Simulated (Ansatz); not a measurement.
Basis-set extrapolation for `N[SiH](O)[Si](N)(Cl)Cl` (PBE0-D4/def2-TZVP geometry, frozen core, Ansatz). Multiplicity 1, RHF reference.

```tsv
	def2-TZVPP	def2-QZVPP
HF	-1684.493338	-1684.546327
MP2 correlation	-1.279701	-1.390413
CCSD(T) correlation	-1.395088	not run
```

Energies in hartree. Use E(X) = E(∞) + A·exp(−7.88·√X) for Hartree–Fock and E(X) = E(∞) + B·X^(−2.97) for correlation, with X = 3 and 4, and add CCSD(T) minus MP2 of the smaller set to the MP2 limit.

What is the CCSD(T) energy at the basis-set limit?

HF limit: -1684.546327 + (-0.052989) × 0.13774 = -1684.55363. MP2 limit: -1.390413 + (-0.110712) × 0.74074 = -1.47242. Higher-order term: -1.395088 − (-1.279701) = -0.11539. Total: -1686.14144 hartree, 158.8 kcal/mol below CCSD(T)/def2-TZVPP.
